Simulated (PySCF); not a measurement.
C₈H₇O₂S (charge -1).
Numbering: `[CH2:1]=[CH:2][CH2:3][c:4]1[cH:5][cH:6][c:7]([C:8](=[O:9])[O-:10])[s:11]1` (hydrogens: H12, H13 on C1; H14 on C2; H15, H16 on C3; H17 on C5; H18 on C6)

Computed geometry: GFN2-xTB, gas phase.

Task: What internal coordinates does the optimisation give?

Result: 
| bond | length (Å) | order |
| --- | --- | --- |
| C1=C2 | 1.320 | double |
| C2–C3 | 1.497 | single |
| C3–C4 | 1.499 | single |
| C4–C5 | 1.362 | aromatic |
| C5–C6 | 1.413 | aromatic |
| C6–C7 | 1.361 | aromatic |
| C7–C8 | 1.542 | single |
| C8=O9 | 1.236 | double |
| C8–O10 | 1.238 | single |
| C7–S11 | 1.727 | aromatic |
| C4–S11 | 1.739 | aromatic |
| C1–H12 | 1.079 | single |
| C1–H13 | 1.078 | single |
| C2–H14 | 1.082 | single |
| C3–H15, C3–H16 | 1.093 | single |
| C5–H17 | 1.080 | single |
| C6–H18 | 1.076 | single |

Bonds in one row agree within 0.01 Å and their mean is given. Orders are formal, as drawn. A selection of angles:
| angle | degrees |
| --- | --- |
| C1–C2–C3 | 124.7 |
| C2–C3–C4 | 110.1 |
| C3–C4–C5 | 127.8 |
| C3–C4–S11 | 121.0 |
| C5–C4–S11 | 111.2 |
| C4–C5–C6 | 112.7 |
| C5–C6–C7 | 113.5 |
| C6–C7–C8 | 132.4 |
| C6–C7–S11 | 111.2 |
| C8–C7–S11 | 116.4 |
| C7–C8–O9 | 115.3 |
| C7–C8–O10 | 113.7 |
| O9–C8–O10 | 131.0 |
| C4–S11–C7 | 91.4 |

Dihedral angles: C1–C2–C3–C4 -121° (anticlinal); C2–C3–C4–C5 75° (synclinal); C6–C7–C8–O9 1° (synperiplanar). The mirror-image conformer, all signs reversed, is as good.

Of the pairs four or more bonds apart, H12···H16 is among the closest relative to their van der Waals radii: 2.42 Å, 101 % of the sum of Bondi's values. C7 (substituted aromatic carbon) is planar (angles 132.4°, 116.4° and 111.2°, sum 360.0°, 0.00 Å off the plane of its three neighbours). C6 (aromatic CH carbon) is planar (angles 124.4°, 122.2° and 113.5°, sum 360.0°, 0.00 Å off the plane of its three neighbours). C5 (aromatic CH carbon) is planar (angles 123.9°, 123.4° and 112.7°, sum 360.0°, 0.00 Å off the plane of its three neighbours). The C–C distances run from 1.320 Å (C1=C2, drawn double) to 1.542 Å (C7–C8, drawn single), a spread of 0.222 Å. C2 (alkene CH carbon) is planar (angles 124.7°, 120.5° and 114.8°, sum 360.0°, 0.01 Å off the plane of its three neighbours). C1 (terminal =CH2 carbon) is planar (angles 122.3°, 121.6° and 116.0°, sum 360.0°, 0.00 Å off the plane of its three neighbours).

Point group: C1 (no symmetry element, even within 0.4 Å). No frequency check.
